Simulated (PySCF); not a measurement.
**How the method changes the constants of TiSi⁺**

State: ⁶Δ (sextet), unpaired electrons σ ↑↑, π ↑↑, δ ↑. Set-up: PySCF, no relativity, basis sets Ti def2-TZVPPD, Si def2-TZVPPD. De refers to Ti⁺ (3d2 4s1) + Si in their high-spin ground configurations, without counterpoise correction. The functionals are run spin-unrestricted. A positive dipole points towards Si; it is taken about the centre of mass and depends on that origin.

```json
{"Level": "UHF", "Re (Å)": "2.512", "ωe (cm⁻¹)": "333", "De (eV)": "n/a", "μ (D)": "-5.82"}
{"Level": "UHF-MP2", "Re (Å)": "2.381", "ωe (cm⁻¹)": "379", "De (eV)": "n/a", "μ (D)": "n/a"}
{"Level": "UHF-SCS-MP2", "Re (Å)": "2.421", "ωe (cm⁻¹)": "365", "De (eV)": "n/a", "μ (D)": "n/a"}
{"Level": "UHF-CCSD", "Re (Å)": "2.418", "ωe (cm⁻¹)": "374", "De (eV)": "1.80", "μ (D)": "n/a"}
{"Level": "UHF-CCSD(T)", "Re (Å)": "2.425", "ωe (cm⁻¹)": "365", "De (eV)": "2.04", "μ (D)": "n/a"}
{"Level": "PBE", "Re (Å)": "2.452", "ωe (cm⁻¹)": "336", "De (eV)": "n/a", "μ (D)": "-2.03"}
{"Level": "BP86", "Re (Å)": "2.454", "ωe (cm⁻¹)": "333", "De (eV)": "n/a", "μ (D)": "-1.96"}
{"Level": "r²SCAN", "Re (Å)": "2.440", "ωe (cm⁻¹)": "350", "De (eV)": "n/a", "μ (D)": "-2.63"}
{"Level": "TPSSh", "Re (Å)": "2.438", "ωe (cm⁻¹)": "353", "De (eV)": "n/a", "μ (D)": "-2.92"}
{"Level": "PBE0", "Re (Å)": "2.422", "ωe (cm⁻¹)": "360", "De (eV)": "n/a", "μ (D)": "-2.94"}
{"Level": "r²SCAN0", "Re (Å)": "2.420", "ωe (cm⁻¹)": "365", "De (eV)": "n/a", "μ (D)": "-3.30"}
{"Level": "B97-3", "Re (Å)": "2.435", "ωe (cm⁻¹)": "354", "De (eV)": "n/a", "μ (D)": "-3.11"}
{"Level": "MN15", "Re (Å)": "2.391", "ωe (cm⁻¹)": "373", "De (eV)": "n/a", "μ (D)": "-2.93"}
{"Level": "LC-ωPBE", "Re (Å)": "2.380", "ωe (cm⁻¹)": "397", "De (eV)": "n/a", "μ (D)": "-3.61"}
```

Task: What does a quarter of exact exchange do here, going from PBE to PBE0?

Result: PBE0 less PBE: -3.0 pm in Re, +7.1 % in ωe. Exact exchange removes part of the self-interaction that spreads semilocal densities, and in most molecules shortens and stiffens the bond and lowers De; so it does here.

Task: What does the step from GGA to meta-GGA do here, going from PBE to r²SCAN?

Result: r²SCAN less PBE: -1.2 pm in Re, +4.2 % in ωe. 

Task: What does second-order correlation do here, going from UHF to UHF-MP2?

Result: UHF-MP2 less UHF: -13.1 pm in Re, +13.8 % in ωe. Correlation nearly always deepens the well. The bond shortens, as in weak, metallic or heavy-atom bonds, where dispersion and the correlation of outer-core electrons pull the atoms together.

Correlated steps freeze 10 core orbitals. De is left out where the level can put another filling of the metal’s s and d shells below the measured ground configuration, by anything from nothing to about 1 eV. For an ion De counts to the pair picked by the measured ionisation energies or electron affinities, which need not be the lowest pair at this level. The CCSD T1 diagnostic is raised, a sign that a single reference may not be enough here. With d or f electrons several states lie close, and the lowest PBE0 determinant need not be the measured ground state.

The whole job (state search and all levels along the bond) took about 23 min on 2 threads of Arm Neoverse V2 (shared host), peak memory 7.9 GiB.
